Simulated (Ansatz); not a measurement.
Cost and result for the atomization energy of CH₇AlClNSi (`[AlH2][NH][SiH2]CCl`) (12 atoms, 11 bonds).

Cartesian coordinates in Å:
```
Al 1.274 -0.992 1.147
N 1.014 -0.655 -0.627
Si 0.054 0.674 -1.076
C -1.523 0.637 0.002
Cl -1.035 0.105 1.659
H 2.097 0.067 1.989
H 1.103 -2.500 1.611
H 0.955 -1.459 -1.238
H 0.711 1.971 -0.769
H -0.387 0.642 -2.497
H -2.008 1.603 0.136
H -2.257 -0.094 -0.338
```

Charge 0, multiplicity 1. Geometry: relaxed with PBE0-D4/def2-TZVP. It is one conformer, not always the lowest. Program: Ansatz. All runs use 4 threads of an Intel Xeon Platinum 8488C on a shared host. Times are those of one run each, without the atoms' runs, and a repeat can differ threefold. Electronic energies, without spin–orbit coupling; frozen cores. CCSD(T)/CBS adds CCSD(T) − MP2 in def2-TZVPP to the MP2 limit, and its time is that of the two runs behind it. T1 = 0.011. HSE06 is the plane-wave form, built on full-range PBE exchange.

CCSD(T)/CBS is a level of theory with its own doubt, some kJ/mol a heavy atom from the limit and from the frozen cores, so smaller differences don't rank the functionals.

```tsv
level	functions	wall time	atomization (kJ/mol)	difference from CCSD(T)/CBS	per bond
LDA (SPW92)/def2-TZVPP	286	1.2 s	4371.3	478.2	43.5
revPBE-D4/def2-TZVPP	286	1.8 s	3827.6	-65.5	-6.0
BLYP-D4/def2-TZVPP	286	1.9 s	3854.6	-38.5	-3.5
BHLYP-D4/def2-TZVPP	286	3.1 s	3804.1	-89.0	-8.1
HSE06-D4/def2-TZVPP	286	3.2 s	3864.3	-28.8	-2.6
CCSD(T)/def2-SVP	117	3.5 s	3618.4	-274.7	-25.0
CAM-B3LYP-D4/def2-TZVPP	286	3.6 s	3896.8	3.7	0.3
r2SCANh-D4/def2-TZVPP	286	4.4 s	3867.3	-25.8	-2.3
B2PLYP/def2-TZVPP	286	5.5 s	3827.1	-66.0	-6.0
PBE-QIDH/def2-TZVPP	286	5.5 s	3845.3	-47.8	-4.3
MP2/def2-QZVPP	534	21 s	3881.3	-11.8	-1.1
CCSD(T)/def2-TZVPP	286	110 s	3778.7	-114.4	-10.4
CCSD(T)/CBS(def2)	–	2.2 min	3893.1	0.0	0.0
```

At CCSD(T), def2-SVP lies −274.7 kJ/mol from the extrapolated value and def2-TZVPP −114.4 kJ/mol: correlation converges slowly with the basis, and small sets miss more of it in the bonded molecule than in its fragments. From BLYP to BHLYP (50 % exact exchange), in def2-TZVPP and without D4, the atomization energy moves by −23.0 kJ/mol: exact exchange takes away binding that semilocal exchange gives to molecules. In def2-TZVPP, CCSD(T) changes the Hartree–Fock value by +947.4 kJ/mol (the triples alone add +53.7 kJ/mol) and MP2 by +981.4 kJ/mol; breaking electron pairs costs correlation energy, which Hartree–Fock lacks.
